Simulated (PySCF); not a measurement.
dimethylsulfoxide (C2H6OS), singlet, geometry from GFN2-xTB; HF/6-31G, TDA triplets run with PySCF.

Input for PySCF:
```python
from pyscf import gto, scf, tdscf

mol = gto.Mole()
mol.atom = '''
    S    -0.006382    0.257897   -0.455835
    O    -0.012849    1.457810    0.378576
    C     1.370763   -0.798195    0.187247
    C    -1.350002   -0.827729    0.208628
    H     1.279876   -0.896771    1.263088
    H    -2.298108   -0.352210   -0.019971
    H     1.324893   -1.764772   -0.300458
    H     2.304614   -0.302248   -0.056141
    H    -1.290832   -1.793166   -0.279902
    H    -1.240103   -0.924125    1.282891
'''
mol.basis = '6-31g'
mol.charge = 0
mol.spin = 0
mol.verbose = 4
mol.build()

mf = scf.RHF(mol)
mf.kernel()
td = mf.TDA()
td.nstates = 5
td.singlet = False
td.kernel()
td.analyze()
```

Output, abridged:

```
PySCF version 2.14.0

[INPUT] verbose = 4
[INPUT] num. atoms = 10
[INPUT] num. electrons = 42
[INPUT] charge = 0
[INPUT] spin (= nelec alpha-beta = 2S) = 0
[INPUT] symmetry False subgroup None
[INPUT] Mole.unit = angstrom
[INPUT] Symbol           X                Y                Z      unit          X                Y                Z       unit  Magmom
[INPUT]  1 S     -0.006382000000   0.257897000000  -0.455835000000 AA   -0.012060232127   0.487354698347  -0.861403307991 Bohr   0.0
[INPUT]  2 O     -0.012849000000   1.457810000000   0.378576000000 AA   -0.024281090975   2.754861641652   0.715404957333 Bohr   0.0
[INPUT]  3 C      1.370763000000  -0.798195000000   0.187247000000 AA    2.590366651687  -1.508369943997   0.353845547646 Bohr   0.0
[INPUT]  4 C     -1.350002000000  -0.827729000000   0.208628000000 AA   -2.551134047615  -1.564181115360   0.394249781916 Bohr   0.0
[INPUT]  5 H      1.279876000000  -0.896771000000   1.263088000000 AA    2.418615113404  -1.694651586452   2.386890391225 Bohr   0.0
[INPUT]  6 H     -2.298108000000  -0.352210000000  -0.019971000000 AA   -4.342794724672  -0.665580438333  -0.037739720434 Bohr   0.0
[INPUT]  7 H      1.324893000000  -1.764772000000  -0.300458000000 AA    2.503684914353  -3.334935752301  -0.567783331935 Bohr   0.0
[INPUT]  8 H      2.304614000000  -0.302248000000  -0.056141000000 AA    4.355089282838  -0.571165941698  -0.106091114359 Bohr   0.0
[INPUT]  9 H     -1.290832000000  -1.793166000000  -0.279902000000 AA   -2.439318952825  -3.388592635882  -0.528938121718 Bohr   0.0
[INPUT] 10 H     -1.240103000000  -0.924125000000   1.282891000000 AA   -2.343455036252  -1.746343154864   2.424312637669 Bohr   0.0

nuclear repulsion = 183.517465099765
number of shells = 34
number of NR pGTOs = 136
number of NR cGTOs = 52
basis = 6-31g
ecp = {}

******** <class 'pyscf.scf.hf.RHF'> ********
method = RHF
initial guess = minao
damping factor = 0
level_shift factor = 0
DIIS = <class 'pyscf.scf.diis.CDIIS'>
diis_start_cycle = 1
diis_space = 8
diis_damp = 0
SCF conv_tol = 1e-09
SCF conv_tol_grad = None
SCF max_cycles = 50
direct_scf = True
direct_scf_tol = 1e-13
Set gradient conv threshold to 3.16228e-05
Initial guess from minao.
init E= -552.153634223657
  HOMO = -0.269520112904357  LUMO = 0.110175290036037  gap/eV = 10.33204
cycle= 1 E= -551.220327606423  delta_E= 0.933  |g|= 0.698  |ddm|=    3
  HOMO = -0.253192918229492  LUMO = 0.145270388447484  gap/eV = 10.84274
cycle= 2 E= -551.276237159237  delta_E= -0.0559  |g|= 0.599  |ddm|= 1.88
  HOMO = -0.362089537482318  LUMO = 0.166851963820692  gap/eV = 14.39323
cycle= 3 E= -551.350208468823  delta_E= -0.074  |g|= 0.0503  |ddm|= 0.873
  HOMO = -0.353487122191624  LUMO = 0.181573446318297  gap/eV = 14.55974
cycle= 4 E= -551.3514846832  delta_E= -0.00128  |g|= 0.0137  |ddm|= 0.114
  HOMO = -0.358770559284483  LUMO = 0.1783262398633  gap/eV = 14.61515
cycle= 5 E= -551.351617555399  delta_E= -0.000133  |g|= 0.00545  |ddm|= 0.0457
  HOMO = -0.358564913173034  LUMO = 0.178960339634116  gap/eV = 14.62681
cycle= 6 E= -551.351646153974  delta_E= -2.86e-05  |g|= 0.00105  |ddm|= 0.0283
  HOMO = -0.358640458617825  LUMO = 0.178998011013707  gap/eV = 14.62989
cycle= 7 E= -551.351647056769  delta_E= -9.03e-07  |g|= 0.000263  |ddm|= 0.00471
  HOMO = -0.35863227162903  LUMO = 0.179006929047681  gap/eV = 14.62991
cycle= 8 E= -551.351647099262  delta_E= -4.25e-08  |g|= 9.11e-05  |ddm|= 0.000734
  HOMO = -0.358617171942857  LUMO = 0.179004079605387  gap/eV = 14.62942
cycle= 9 E= -551.351647104808  delta_E= -5.55e-09  |g|= 2.52e-05  |ddm|= 0.00032
  HOMO = -0.358609929306148  LUMO = 0.179003366083929  gap/eV = 14.62920
cycle= 10 E= -551.351647105512  delta_E= -7.04e-10  |g|= 6.24e-06  |ddm|= 0.000152
  HOMO = -0.358609544431816  LUMO = 0.179003332938531  gap/eV = 14.62919
Extra cycle  E= -551.351647105546  delta_E= -3.42e-11  |g|= 3.37e-06  |ddm|= 2.19e-05
converged SCF energy = -551.351647105546

******** <class 'pyscf.tdscf.rhf.TDA'> for <class 'pyscf.scf.hf.RHF'> ********
nstates = 5 triplet
deg_eia_thresh = 1.000e-03
wfnsym = None
conv_tol = 1e-05
eigh lindep = 1e-12
eigh level_shift = 0
eigh max_cycle = 100

Excitation energies (eV)
[6.16185263 6.25939013 7.02965179 7.43054022 8.31337361]

** Triplet excitation energies and oscillator strengths **
Excited State   1:      6.16185 eV    201.21 nm  f=0.0000
      20 -> 23        0.12738
      21 -> 22       -0.65807
      21 -> 28       -0.10644
Excited State   2:      6.25939 eV    198.08 nm  f=0.0000
      20 -> 22       -0.16383
      21 -> 23        0.61103
      21 -> 24        0.10735
      21 -> 27        0.19880
      21 -> 34       -0.10872
Excited State   3:      7.02965 eV    176.37 nm  f=0.0000
      20 -> 22        0.53498
      21 -> 25       -0.25713
      21 -> 27        0.29140
Excited State   4:      7.43054 eV    166.86 nm  f=0.0000
      20 -> 23        0.52101
      20 -> 25       -0.23243
      20 -> 27        0.32882
      20 -> 34       -0.13922
Excited State   5:      8.31337 eV    149.14 nm  f=0.0000
      17 -> 23        0.10173
      19 -> 23        0.10962
      20 -> 22        0.38309
      21 -> 23        0.28775
      21 -> 25        0.34124
      21 -> 27       -0.32475

** Transition electric dipole moments (AU) **
state          X           Y           Z        Dip. S.      Osc.
  1         0.0000      0.0000      0.0000      0.0000      0.0000
  2         0.0000      0.0000      0.0000      0.0000      0.0000
  3         0.0000      0.0000      0.0000      0.0000      0.0000
  4         0.0000      0.0000      0.0000      0.0000      0.0000
  5         0.0000      0.0000      0.0000      0.0000      0.0000

** Transition velocity dipole moments (imaginary part, AU) **
state          X           Y           Z        Dip. S.      Osc.
  1        -0.0000     -0.0000     -0.0000      0.0000      0.0000
  2        -0.0000     -0.0000     -0.0000      0.0000      0.0000
  3        -0.0000     -0.0000     -0.0000      0.0000      0.0000
  4        -0.0000     -0.0000     -0.0000      0.0000      0.0000
  5        -0.0000     -0.0000     -0.0000      0.0000      0.0000

** Transition magnetic dipole moments (imaginary part, AU) **
state          X           Y           Z
  1        -0.0000     -0.0000     -0.0000
  2        -0.0000     -0.0000     -0.0000
  3        -0.0000     -0.0000     -0.0000
  4        -0.0000     -0.0000     -0.0000
  5        -0.0000     -0.0000     -0.0000
```
